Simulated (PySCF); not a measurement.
GaI2, SMILES [I][Ga+][I], charge +1. Heavy atoms are numbered as in [Ga+:1]([I:2])[I:3].

Coordinates come from a r2SCAN-D4/def2-SVP optimisation. The multiplicity is an assumed one; other spin states were not compared. The isomer is the one that the SMILES or the coordinates give; other isomers of the formula were not compared. The def2 effective core potentials stand for the cores of I; spin–orbit coupling is left out.

Method: CAM-B3LYP/def2-TZVPD run with PySCF.

Mulliken values depend strongly on the basis, most of all with diffuse functions as here. ESP charges are fitted to the potential on shells at 1.4 to 2.0 van der Waals radii. Atomic charges (e), one atom of each kind:

| atom | ESP fit | Mulliken |
|---|---|---|
| Ga1 | … | 0.84 |
| I2 | … | 0.08 |

**Question.** Complete the blanks. (The exact figures need the calculation; the answer reports its results.)

**Answer.** 
- Ga1, ESP fit: 0.33
- I2, ESP fit: 0.34
